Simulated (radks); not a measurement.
Ionisation of the scandium ion Sc+, [Ar] 3d1 4s1, to [Ar] 3d1 as the strength of local exchange is varied. Calculated with a radial shooting solver on a logarithmic mesh with Libxc functionals: Dirac Kohn-Sham, Slater X-alpha exchange (alpha = 2/3 is LDA exchange), no correlation, spin-unpolarised, spherical densities, point nucleus; open shells are shared between the two j in proportion to 2j + 1.

alpha  E(Sc+) (hartree)  exchange (hartree)  IE (eV)  -e of the level emptied (eV)  <r> of it (bohr)
0.561        -754.85398           -29.48835   11.496                 8.472 (4s1/2)             3.481
0.645        -759.28069           -34.07781   11.943                 8.920 (4s1/2)             3.415
0.711        -762.77470           -37.71507   12.302                 9.283 (4s1/2)             3.365
0.856        -770.49977           -45.80211   13.112                10.113 (4s1/2)             3.257
0.922        -774.03815           -49.52668   13.491                10.504 (4s1/2)             3.210
1.039        -780.34466           -56.19604   14.178                11.220 (4s1/2)             3.130
?            -760.44381           -35.28718   12.062                 9.040 (4s1/2)             3.398

Which alpha was used in the last row?

Answer. alpha = 0.667. NIST Atomic Spectra Database: 12.800 eV (measured). The Delta-SCF value meets it near alpha = 0.80. Spin polarisation and multiplet splitting are left out, so open shells lie too high by an amount that depends on their filling.

Beside tabulated values, note that spin-unpolarised runs miss the spin-polarisation part of the exchange energy of open shells.
